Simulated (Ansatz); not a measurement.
Ansatz (a quantum-chemistry and plane-wave program) input (PBE0/def2-TZVPD):

Ansatz 0.2 input:
```yaml
crystal:
  periodic: [false, false, false]
  atoms:
    - {symbol: C, position_ang: [-1.98046802, -2.20268848, 0.87623080]}
    - {symbol: C, position_ang: [-1.30521770, -1.55783979, -0.34013063]}
    - {symbol: Si, position_ang: [0.00719077, -0.30796299, 0.10426590]}
    - {symbol: Br, position_ang: [-0.96291357, 1.41327862, 1.16752562]}
    - {symbol: Br, position_ang: [0.91934255, 0.45275989, -1.79930343]}
    - {symbol: C, position_ang: [1.36435526, -0.97487518, 1.19762264]}
    - {symbol: C, position_ang: [2.08319433, -2.19682488, 0.61329630]}
    - {symbol: H, position_ang: [-1.25989755, -2.73456743, 1.50069951]}
    - {symbol: H, position_ang: [-2.73838977, -2.92318627, 0.56451129]}
    - {symbol: H, position_ang: [-2.46974210, -1.45373431, 1.50035939]}
    - {symbol: H, position_ang: [-0.82497072, -2.31693023, -0.96526719]}
    - {symbol: H, position_ang: [-2.04165619, -1.06015831, -0.97528380]}
    - {symbol: H, position_ang: [2.07022769, -0.16348833, 1.38956935]}
    - {symbol: H, position_ang: [0.90750246, -1.21769940, 2.16197377]}
    - {symbol: H, position_ang: [2.54947558, -1.96105317, -0.34422732]}
    - {symbol: H, position_ang: [1.39445497, -3.02819344, 0.45037729]}
    - {symbol: H, position_ang: [2.86612707, -2.54748525, 1.28767389]}
basis:
  gaussian:
    orbitals: def2-TZVPD
hamiltonian:
  xc: {name: PBE0}
magnetization: {spin_polarized: true, initial_magnetization: 2}
```

Output:

```
Functional definition: PBE0
integrals: 0.79 GiB planned
2446 factors; their error is unknown
0.61 GiB of the device are held for the grids
4.99 GiB of device memory are held for the factors and their scratch space
mean field: 4.97 GiB planned
mean field evaluation 1: about -152234.3342 eV, gradient 6.2e1 eV
mean field evaluation 2: about -152174.3695 eV, gradient 1.2e2 eV
mean field evaluation 4: about -152250.5841 eV, gradient 2.5e1 eV
mean field evaluation 8: about -152255.4199 eV, gradient 5.7e-1 eV
mean field evaluation 16: about -152255.4254 eV, gradient 6.1e-2 eV
mean field evaluation 32: about -152255.2020 eV, gradient 1.5e0 eV
mean field evaluation 64: about -152255.9816 eV, gradient 1.2e-1 eV
mean field -152256.02265572 eV, -5595.3056297590 hartree, gradient 6.8e-6 eV, S^2 2.005367; 7 other end points of the search recorded, 0 dependent functions left out
reference -152256.02271389 eV, -5595.3056318966 hartree; 60, 58 occupied and 335, 337 virtual orbitals, 2446 factors
Total energy: -152256.02271389 eV, -5595.3056318966 hartree
```

This state (charge 0, triplet) is run at the relaxed geometry of the species with charge 0 and multiplicity 1, and is a spin state other than that species' own.
